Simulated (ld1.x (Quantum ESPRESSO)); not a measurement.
How hard is this boron (B) TM potential?

- Element: B
- Generator: ld1.x (Quantum ESPRESSO) 7.5
- Type: norm-conserving Troullier–Martins (Kleinman–Bylander form)
- Functional: PBEsol
- Relativity: non-relativistic
- Frozen core: [He]
- Valence charge: 3
- Reference configuration: 2s2 2p1
- Partial waves: 2p (bound): rc 1.95 bohr; 3d channel at 0.3 Ry: rc 1.90 bohr; 2s (bound): rc 1.30 bohr
- Local potential: the s channel
- Core correction: none

The pseudo-atom Hamiltonian at the reference potential is diagonalised in spherical Bessel functions j_l(qr) that vanish at 20 bohr, with q² up to the cutoff. All-electron valence levels (Ry): 2p -0.2615, 2s -0.6877.

Q: How do the lowest levels (Ry) of each channel move with the cutoff, and are there ghosts?

A:

| cutoff (Ry) | p #1 | p #2 | d #1 | s #1 | f #1 | f #2 | Σ f·Δε (mRy) |
| --- | --- | --- | --- | --- | --- | --- | --- |
| 8 | -0.1807 | 0.0356 | 0.0670 | -0.6367 | 0.1132 | 0.2454 | 182.9 |
| 15 | -0.2412 | 0.0318 | 0.0670 | -0.6720 | 0.1132 | 0.2454 | 51.5 |
| 25 | -0.2601 | 0.0308 | 0.0670 | -0.6859 | 0.1132 | 0.2454 | 5.0 |
| 35 | -0.2613 | 0.0307 | 0.0670 | -0.6866 | 0.1132 | 0.2454 | 2.4 |
| 50 | -0.2614 | 0.0307 | 0.0670 | -0.6871 | 0.1132 | 0.2454 | 1.2 |
| 70 | -0.2614 | 0.0307 | 0.0670 | -0.6876 | 0.1132 | 0.2454 | 0.2 |
| 400 | -0.2615 | 0.0307 | 0.0670 | -0.6877 | 0.1132 | 0.2454 | 0.0 |

Result: no extra level below or beside the all-electron valence levels (p, d, s, f tested); 10 mRy is reached at 25 Ry and 1 mRy at 55 Ry.
